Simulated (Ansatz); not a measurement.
Consider the formal exchange of groups at the Si–Si bond: `[SiH3][SiH2][GeH2][SiH3]` + digermane → `[SiH3][GeH2][SiH2][GeH2][GeH3]` + SiH₄.

Program: Ansatz. Geometries: PBE0-D4/def2-TZVP. ΔE: electronic, gas phase. CCSD(T)/CBS adds triple-zeta CCSD(T) − MP2 to the extrapolated MP2 energy (def2 sets, frozen cores). This one scheme is used for every species. Functionals use def2-TZVPP. B3LYP here is the variant with VWN-RPA as its local correlation; programs differ in this. HSE06 is defined as in plane-wave codes. For Ge outer-core shells are correlated without core-valence functions, which leaves a few kJ/mol of doubt a bond. Scalar relativity is left out up to krypton. Each species was taken in one conformer, which may not be the lowest.

```csv
level,ΔE (kJ/mol),difference from CCSD(T)/CBS
LDA (SPW92),-16.6,9.9
revPBE-D4,-19.7,6.8
BLYP-D4,-24.5,2.0
r2SCAN-D4,-20.3,6.2
B97M-V,-12.8,13.7
PBE0-D4,-20.7,5.8
B3LYP-D4,-24.7,1.8
r2SCANh-D4,-20.9,5.6
r2SCAN0-D4,-21.7,4.8
HSE06-D4,-20.7,5.8
BHLYP-D4,-27.0,-0.5
CAM-B3LYP-D4,-22.4,4.1
ωB97X-V,-21.1,5.4
ωB97M-V,-25.2,1.3
B2PLYP,-21.1,5.4
PBE-QIDH,-22.3,4.2
PBE,-13.3,13.2
revPBE,-10.4,16.1
BLYP,-13.3,13.2
r2SCAN,-18.3,8.2
PBE0,-14.8,11.7
B3LYP,-15.0,11.5
r2SCAN0,-19.2,7.3
BHLYP,-16.9,9.6
CAM-B3LYP,-15.8,10.7
LC-ωPBE,-14.8,11.7
RPA@PBE/def2-TZVPP,-27.4,-0.9
HF/def2-SVP,-15.1,11.4
MP2/def2-SVP,-28.1,-1.6
CCSD/def2-SVP,-22.4,4.1
CCSD(T)/def2-SVP,-23.9,2.6
HF/def2-TZVPP,-16.0,10.5
MP2/def2-TZVPP,-32.3,-5.8
CCSD/def2-TZVPP,-24.8,1.7
CCSD(T)/def2-TZVPP,-26.5,0.0
HF/def2-QZVPP,-14.3,12.2
MP2/def2-QZVPP,-31.6,-5.1
SCS-MP2/def2-QZVPP,-27.9,-1.4
HF/CBS(def2),-14.1,12.4
CCSD/CBS(def2),-24.8,1.7
CCSD(T)/CBS,-26.5,0
```

Largest T1 diagnostic among the species: 0.013.

The D4 term adds −9.8 kJ/mol with B3LYP and −5.9 kJ/mol with PBE0; it sums over pairs of atoms, weighted by their polarisabilities, and B3LYP, whose exchange is more repulsive, gets the larger term. In def2-TZVPP, CCSD(T) changes the Hartree–Fock value by −10.5 kJ/mol (the triples alone add −1.7 kJ/mol) and MP2 by −16.2 kJ/mol. Leaving LDA and LC-ωPBE aside and taking each functional with its dispersion term where it has one, the values spread over 14.2 kJ/mol, from BHLYP-D4 to B97M-V. LDA lies −3.3 kJ/mol from PBE without D4.

CCSD(T)/CBS has its own doubt, a few kJ/mol and more with outer-core shells, so smaller differences from it don't rank the levels.
